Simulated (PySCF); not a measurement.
CHCl2F3Si, SMILES FC(F)(F)[SiH](Cl)Cl. Heavy atoms are numbered as in [SiH:1]([Cl:2])([Cl:3])[C:4]([F:5])([F:6])[F:7]. Hydrogens are named by the atom that carries them.

Geometry optimised at ωB97X-D3(BJ)/def2-SVP.

All values below come from PBE/pcSseg-1 run with PySCF.

GIAO shieldings, no solvent; atoms alike by connectivity are averaged. δ = σ(ref) − σ: ²⁹Si against TMS (σ = 335.4 ppm); ³⁵Cl against HCl (σ = 936.5 ppm); ¹³C against TMS (σ = 182.0 ppm); ¹⁹F against CFCl3 (σ = 133.6 ppm); ¹H against TMS (σ = 31.49 ppm), references at their B3LYP-D3(BJ)/def2-TZVP geometries, non-relativistic (without spin–orbit terms, shifts of atoms bonded to Cl or Br come out too high).

```csv
atoms,nucleus,count,δ (ppm)
Si1 (SiH),²⁹Si,1,(withheld)
Cl2,³⁵Cl,2,66.0
C4,¹³C,1,139.1
F5,¹⁹F,3,-99.0
H on Si1,¹H,1,(withheld)
```

### Question
Fill in the missing entries. (Estimate from the structure and the level; the computed values follow.)

### Answer

- H on Si1, δ (ppm): 5.90
- Si1 (SiH), δ (ppm): 1.2
